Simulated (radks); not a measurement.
Trend from K4+ to Kr4+: ionisation energy by Delta-SCF between NIST ground configurations, and size. Calculated with a radial shooting solver on a logarithmic mesh with Libxc functionals: Dirac Kohn-Sham, PBE, spin-unpolarised, spherical densities, point nucleus; open shells fill j = l - 1/2 first.

species      configuration  IE (eV)  NIST (eV)       kind
K4+           [Ne] 3s2 3p3   80.017       82.7  semi-emp.
Ca4+          [Ne] 3s2 3p4   86.495       84.3  semi-emp.
Sc4+          [Ne] 3s2 3p5   92.984      91.95  semi-emp.
Ti4+                  [Ar]   99.502      99.30       exp.
V4+               [Ar] 3d1   65.282     65.282       exp.
Cr4+              [Ar] 3d2   68.442      69.46  semi-emp.
Mn4+              [Ar] 3d3   71.511       72.4  semi-emp.
Fe4+              [Ar] 3d4   74.498       75.0  semi-emp.
Co4+              [Ar] 3d5   77.167       79.5  semi-emp.
Ni4+              [Ar] 3d6   79.990       76.1  semi-emp.
Cu4+              [Ar] 3d7   82.752         80  semi-emp.
Zn4+              [Ar] 3d8   85.458         83  semi-emp.
Ga4+              [Ar] 3d9   88.113       86.0  semi-emp.
Ge4+             [Ar] 3d10   90.719      90.50       exp.
As4+         [Ar] 3d10 4s1   63.503       62.8       exp.
Se4+         [Ar] 3d10 4s2   68.571       68.3  semi-emp.
Br4+     [Ar] 3d10 4s2 4p1   59.294      59.60       exp.
Kr4+     [Ar] 3d10 4s2 4p2   63.853       64.7  semi-emp.

Reference values: NIST Atomic Spectra Database (exp. = measured, semi-emp. = semi-empirical, theory = theoretical value adopted there). Spin polarisation and multiplet splitting are left out, so open shells lie too high by an amount that depends on their filling.

Beside tabulated values, note that spin-unpolarised runs miss the spin-polarisation part of the exchange energy of open shells.
